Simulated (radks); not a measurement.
Numerical settings for the lead ion Pb65+, [Ne] 3s2 3p5. Calculated with a radial shooting solver on a logarithmic mesh with Libxc functionals: scalar-relativistic Kohn-Sham, PBE, spin-polarised, spherical densities, point nucleus; open shells are filled with parallel spins first (spin-orbit coupling, left out, can overturn this in heavy ions). The defaults (mesh step 0.008 in ln r, mesh end at 40 bohr or more with all orbitals vanishing there, Anderson mixing 0.5 over 9 steps, residual threshold near 1e-9 with the energy settled to 1e-9 hartree or 1e-11 of itself, here a cap of 88 iterations) give E = -16044.4748 hartree and 3p at -7604.5 eV in 13 iterations. Times are rough (one thread of a shared host). Changes against that run (0 stands for a change within the tolerance of the run):

setting                     iterations  converged  E (mhartree)  e(3p) (meV)  CPU (s)
mesh step in ln r 0.08              88         no     -2.86e+06            -     0.24
mesh step in ln r 0.012             13        yes             0            0     0.07
mesh step in ln r 0.05              13        yes        +0.157       +0.254     0.02
mesh end (bohr) 2                   13        yes             0            0     0.09
mesh end (bohr) 12                  13        yes             0            0     0.09
residual threshold 1e-16            88         no             0            0     0.29
residual threshold 1e-05             8        yes             0      +0.0626     0.07
mixing 2.5                          13        yes             0            0      0.1
linear mixing, mixing 0.05          88         no         -78.1    -1.44e+04      0.7
linear mixing, mixing 0.2           88         no             0     -0.00272     0.56
mixing history 3                    12        yes             0            0     0.09
iteration cap 3                      3         no         +81.2    -1.02e+04     0.03

No run marked as converged misses the energy by more than 1 mhartree. A mesh that ends early acts as a hard wall.
